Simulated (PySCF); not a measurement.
From one molecule to another.

First species: C₈H₁₀F₂.
SMILES: `C=CC(=C)C(=C)CC(F)F`

Second species: C9H8O2.
SMILES: `C=C(C)C1=CC=CC(=O)C1=O`

Levels: PBE0/pcSseg-1 for dipole moment, HOMO energy, LUMO energy and HOMO–LUMO gap; GFN2-xTB for rotational constant A and rotational constant C. Geometries: GFN2-xTB. Each structure is a single optimised conformer of the isolated species, non-relativistic unless stated. Electronic properties by PySCF.

The conformers computed, where there is a choice (atom-mapped SMILES and torsion angles):
- `[CH2:1]=[CH:2][C:3](=[CH2:4])[C:5](=[CH2:6])[CH2:7][CH:8]([F:9])[F:10]`: C1–C2–C3–C4 -173°, C2–C3–C5–C6 66°, C3–C5–C7–C8 69°, C5–C7–C8–F9 69°
- `[CH2:1]=[C:2]([CH3:3])[C:4]1=[CH:5][CH:6]=[CH:7][C:8](=[O:9])[C:10]1=[O:11]`: C1–C2–C4–C5 156°

Values for the first species:

| Property | Result |
| --- | --- |
| Dipole moment | 2.08 D |
| HOMO energy | -6.88 eV |
| LUMO energy | -1.10 eV |
| HOMO–LUMO gap | 5.78 eV |
| Rotational constant A | 1.792 GHz |
| Rotational constant C | 0.847 GHz |

Question: Estimate the same properties for the second species, and the change in each.

Answer: 
| property | first | second | second less first |
| --- | --- | --- | --- |
| dipole moment | 2.08 D | 5.36 D | +3.28 D |
| HOMO energy | -6.88 eV | -6.92 eV | -0.04 eV |
| LUMO energy | -1.10 eV | -3.66 eV | -2.56 eV |
| HOMO–LUMO gap | 5.78 eV | 3.26 eV | -2.52 eV |
| rotational constant A | 1.792 GHz | 2.000 GHz | +0.208 GHz |
| rotational constant C | 0.847 GHz | 0.654 GHz | -0.193 GHz |

On the first: A dipole of 2.08 D is allowed in C1, and pure rotational transitions are dipole-allowed. The dipole equals about 6.9 × 10⁻³⁰ C·m (1 D = 3.33564 × 10⁻³⁰ C·m).

On the second: In atomic units the dipole is 2.11 e·bohr (1 au = 2.5417 D). A dipole of 5.36 D is allowed in C1, and pure rotational transitions are dipole-allowed.
